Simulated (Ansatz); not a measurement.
Relaxation of Cl₃H₃Si₂ (8 atoms, charge 0, multiplicity 1), to a largest force component of 0.02 eV/Å in at most 40 steps.

Level of theory: Ansatz, RKS B3LYP-D4/STO-3G.

```xyz
8
Properties=species:S:1:pos:R:3:forces:R:3
Si 0.000 0.000 0.000 0.03 0.00 -0.86
Si 0.000 0.000 2.220 0.00 0.00 1.78
H -1.315 -0.407 2.707 0.33 0.11 -0.23
H 1.010 -0.935 2.707 -0.26 0.23 -0.23
H 0.305 1.342 2.707 -0.07 -0.35 -0.23
Cl 2.009 0.000 -0.709 -0.48 0.01 -0.07
Cl -1.003 1.738 -0.709 0.22 -0.39 -0.08
Cl -1.003 -1.738 -0.709 0.23 0.38 -0.08
```

Where does it end, and by what steps?

The forces met the threshold. Limits of this set-up: minimal basis. After 3 steps the energy has fallen by 0.093 eV; Cl6 moved furthest, 0.08 Å.

| step | energy less start (eV) | largest force component (eV/Å) | accepted |
| --- | --- | --- | --- |
| 0 | 0.0000 | 1.778 | yes |
| 1 | -0.0821 | 0.349 | yes |
| 2 | -0.0926 | 0.056 | yes |
| 3 | -0.0929 | 0.009 | yes |

```xyz
8
Properties=species:S:1:pos:R:3
Si 0.000 0.000 0.013
Si 0.000 0.000 2.298
H -1.315 -0.394 2.743
H 0.999 -0.942 2.743
H 0.317 1.336 2.743
Cl 1.960 0.009 -0.775
Cl -0.987 1.693 -0.775
Cl -0.972 -1.701 -0.775
```

Whether the end is a true minimum wasn't checked by a vibrational analysis.

Time of the run: 13 s on 1 thread of Arm Neoverse V1 (shared host), peak memory 0.13 GiB.
